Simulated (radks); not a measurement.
Values are calculated unless marked as measured or tabulated.
Problem. Dy+, configuration [Xe] 4f10 6s1. Level of theory: scalar-relativistic Kohn-Sham, PBEsol, spin-polarised, spherical densities, finite nucleus; open shells are filled with parallel spins first (spin-orbit coupling, left out, can overturn this in heavy ions); Fermi nuclear charge, rms radius 5.2218 fm (a radial shooting solver on a logarithmic mesh with Libxc functionals). Some entries of the table are withheld. Estimate them.

orbital  occ.  eigenvalue (eV)  <1/r> (bohr^-1)
1s up       1        -53634.99            74.53
1s down     1        -53634.98            74.53
2s up       1        -8937.269            17.32
2s down     1        -8937.216            17.32
2p up       3        -7932.659            16.09
2p down     3        -7932.621            16.09
3s up       1        -1994.565            6.371
3s down     1        -1992.982            6.375
3p up       3        -1686.074            5.973
3p down     3        -1684.498            5.976
3d up       5        -1288.716            5.666
3d down     5        -1287.503            5.669
4s up       1        -400.6259            2.689
4s down     1        -397.1958            2.688
4p up       3        -299.0338            2.465
4p down     3        -295.6407            2.464
4d up       5        -160.6401            2.173
4d down     5        -157.2917            2.171
5s up       1         -56.1656              (1)
5s down     1         -54.3927              (2)
5p up       3         -32.4109           0.8500
5p down     3         -31.0445           0.8400
4f up       7         -10.7692              (3)
6s up       1          -9.2677           0.3420
6s down     0          -8.1430           0.3420
4f down     3          -7.8357              (4)

Solution. 
(1) 5s up <1/r> (bohr^-1): 1.023
(2) 5s down <1/r> (bohr^-1): 1.012
(3) 4f up <1/r> (bohr^-1): 1.567
(4) 4f down <1/r> (bohr^-1): 1.533
